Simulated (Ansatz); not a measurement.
`C[SiH2]OP` → C• + 7 H• + O• + P• + Si•  (atomization)

Computed with Ansatz on PBE0-D4/def2-TZVP structures; ΔE is electronic, products minus reactants. CCSD(T)/CBS is the MP2 limit (def2-TZVPP, def2-QZVPP) plus CCSD(T) − MP2 in def2-TZVPP, frozen cores. This one scheme is used for every species, atoms too. DFT in def2-TZVPP. No spin–orbit coupling; open shells (•) take unrestricted orbitals. Spin–orbit coupling would lower the free atoms: a little for C, O, Si. Each species was taken in one conformer, which may not be the lowest.

```json
{"level": "r2SCAN-D4", "ΔE (kcal/mol)": "892.3"}
{"level": "ωB97M-V", "ΔE (kcal/mol)": "899.3"}
{"level": "r2SCAN", "ΔE (kcal/mol)": "891.0"}
{"level": "PBE0", "ΔE (kcal/mol)": "881.0"}
{"level": "MP2/def2-TZVPP", "ΔE (kcal/mol)": "872.7"}
{"level": "SCS-MP2/def2-TZVPP", "ΔE (kcal/mol)": "878.9"}
{"level": "HF/def2-QZVPP", "ΔE (kcal/mol)": "657.5"}
{"level": "SCS-MP2/def2-QZVPP", "ΔE (kcal/mol)": "896.0"}
```

(1) What does CCSD(T)/CBS give? (Best estimate.)

Largest T1 diagnostic among the species: 0.012.

Results:

(1) Computed: +894.8 kcal/mol. The listed levels differ from it by -2.5, 4.5, -3.8, -13.8, -22.1, -15.9, -237.3, 1.2 kcal/mol.

From PBE to PBE0 (25 % exact exchange), in def2-TZVPP and without D4, ΔE moves by −9.7 kcal/mol: exact exchange takes away binding that semilocal exchange gives to molecules. The D4 term adds +8.5 kcal/mol with B3LYP and +4.5 kcal/mol with PBE0; it sums over pairs of atoms, weighted by their polarisabilities, and B3LYP, whose exchange is more repulsive, gets the larger term. In def2-TZVPP, CCSD(T) changes the Hartree–Fock value by +214.1 kcal/mol (the triples alone add +10.2 kcal/mol) and MP2 by +217.3 kcal/mol; breaking electron pairs costs correlation energy, which Hartree–Fock lacks.

B3LYP here is the variant with VWN-RPA as its local correlation; programs differ in this.

For atomizations the MP2-based limit and the directly extrapolated one differ by several kJ/mol either way, and by 10 to 25 for some Ge, Se and Sn compounds, so smaller differences from it don't rank the levels.
